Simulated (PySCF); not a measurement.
Computed IR spectrum (relative IR intensity) of a molecule C2H8FNSi2. Geometry: PBE-D3(BJ)/def2-SVP. The values are those of a single conformer. Computed with PBE-D3(BJ)/def2-SVP run with PySCF. Frequencies are harmonic and unscaled.

Lines under 2 % of the strongest are left out, and lines within 2 cm⁻¹ are merged.

ν (cm⁻¹): 200 (w), 356 (vw), 421 (s), 452 (m), 526 (w), 531 (w), 633 (w), 648 (m), 739 (w), 807 (m), 820 (w), 862 (vs), 875 (s), 894 (w), 906 (vs), 912 (m), 915 (w), 1066 (m), 1200 (m), 1498 (m), 1608 (m), 2156 (m), 2158 (m), 2173 (s), 2178 (s), 2189 (m), 3482 (w), 3576 (w) (against the strongest line: vs over 80 %, s over 45 %, m over 15 %, w over 4 %, vw less)

Q: Identify the compound among the candidates.
(A) N[SiH2][SiH2]/C=C\F
(B) N[SiH2]/C=C/[SiH2]F
(C) C/C(=N\[SiH3])[SiH2]F
(D) N[SiH2]/C(F)=C\[SiH3]

A: D, N[SiH2]/C(F)=C\[SiH3]
